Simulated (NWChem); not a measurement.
Species: InNH₂Cl₂; SMILES [NH2][In]([Cl])[Cl]

```xyz
6

In     0.2493    -0.0335     0.0000
Cl    -0.9902     0.0339     2.0039
Cl    -0.9902     0.0339    -2.0039
N      2.2906     0.1525     0.0000
H      2.7079    -0.2905    -0.8304
H      2.7079    -0.2905     0.8304
```
Atoms are numbered in this order, from 1.

Program: NWChem. The geometry was optimised at PBE-D3(BJ)/def2-SVP. def2 effective core potentials on In; no spin-orbit coupling. Level M06-L/def2-SVP: energy and gradient on several grids; changes count from the extra-fine grid, which is no exact limit either.

```csv
grid,size of the energy change (μHa),largest change of a gradient component (μHa/bohr),"time, medium = 1 (rough)"
xcoarse,10000,10000,about 1
coarse,400,900,about 1
medium,40,300,about 1
fine,< 10,200,about 1
xfine,< 10,< 30,2
```
